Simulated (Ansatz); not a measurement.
`[CH3][Mo]([NH2])(=[O])=[O]` + H–F → `[NH2][Mo](=[O])(=[O])[F]` + CH₄ at 500 K and 1 bar (ligand exchange at a Mo–C bond).

Gas-phase electronic energies from Ansatz, PBE0-D4/def2-TZVP geometries. CBS: MP2 limit from def2 TZ/QZ plus the TZ coupled-cluster correction, frozen cores. This one scheme is used for every species. def2 core potentials past Kr. For Mo outer-core shells are correlated without core-valence functions, which leaves a few kJ/mol of doubt a bond. One conformer a species, not always the lowest.

```json
{"species": "`[CH3][Mo]([NH2])(=[O])=[O]`", "CCSD(T)/CBS energy (Eh)": "-314.35398", "H − E (kJ/mol)": "226.3", "S (J/(mol·K))": "416.2"}
{"species": "H–F", "CCSD(T)/CBS energy (Eh)": "-100.39570", "H − E (kJ/mol)": "39.4", "S (J/(mol·K))": "188.7"}
{"species": "`[NH2][Mo](=[O])(=[O])[F]`", "CCSD(T)/CBS energy (Eh)": "-374.33425", "H − E (kJ/mol)": "131.0", "S (J/(mol·K))": "385.2"}
{"species": "CH₄", "CCSD(T)/CBS energy (Eh)": "-40.46206", "H − E (kJ/mol)": "135.6", "S (J/(mol·K))": "206.8"}
```

H − E and S are ideal-gas, rigid-rotor, harmonic terms from PBE0-D4/def2-TZVP, for one conformer and one mirror image of each species. 1 Eh = 2625.50 kJ/mol, R = 8.31446 J/(mol·K).

Question: By hand: ΔE, ΔH, ΔS and ΔG.

Answer: ΔE = (-374.33425) + (-40.46206) − (-314.35398) − (-100.39570) = -0.04663 Eh = -122.4 kJ/mol. Δ(H − E) = 131.0 + 135.6 − 226.3 − 39.4 = 0.9, so ΔH = -121.5 kJ/mol. ΔS = 385.2 + 206.8 − 416.2 − 188.7 = -12.9 J/(mol·K). ΔG = -121.5 − 500 × (-12.9)/1000 = -115.0 kJ/mol.

Question: By hand: the equilibrium constant, and the temperature at which ΔG would vanish if ΔH and ΔS stayed fixed.

Answer: log₁₀ K = −ΔG/(RT ln 10) = 12.0. ΔG = 0 at ΔH/ΔS = 9419 K, far beyond where these terms or the molecules hold.

The number of gas molecules stays the same, so ΔS is small and ΔH decides. A doubt of 5 kJ/mol in ΔE shifts log₁₀ K by 0.5 here. Other conformers and mirror images would add mixing entropy, several J/(mol·K) or more a flexible species. These are equilibria of isolated gas molecules and say nothing of rates. Largest T1 diagnostic: 0.025 (customary marks: 0.02 for closed shells, 0.045 for open ones).
